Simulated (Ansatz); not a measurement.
RbF (SMILES [F][Rb]): the vertical ionisation energy from total energies

RbF has 2 atoms, charge 0, and is taken as a singlet. As SMILES, `[F][Rb]`. Geometry: a GFN2-xTB relaxation, a rough one for these elements and not checked as a minimum.

| atom | x (Å) | y (Å) | z (Å) |
| --- | --- | --- | --- |
| F | 0.0000 | 0.0000 | 0.0000 |
| Rb | 0.0000 | 0.0000 | 2.1976 |

Both states at this one shape; open shells run unrestricted unless said. 1 Eh = 27.2114 eV.

```
           level  program  singlet RbF (Eh)  doublet RbF+ (Eh)
   r2SCAN/STO-3G   Ansatz      -3007.441146       -3007.345684
CAM-B3LYP/STO-3G   Ansatz      -3007.454801       -3007.363910
```

Task: Work out the vertical ionisation energy at each level.

Result: 
1. r2SCAN/STO-3G: -3007.345684 − (-3007.441146) = 0.095462 Eh = 2.60 eV.
2. CAM-B3LYP/STO-3G: -3007.363910 − (-3007.454801) = 0.090891 Eh = 2.47 eV.

No measured value is set beside it here; the levels span 2.47 to 2.60 eV. Minimal sets are far from the basis-set limit. All-electron rows are non-relativistic unless named.
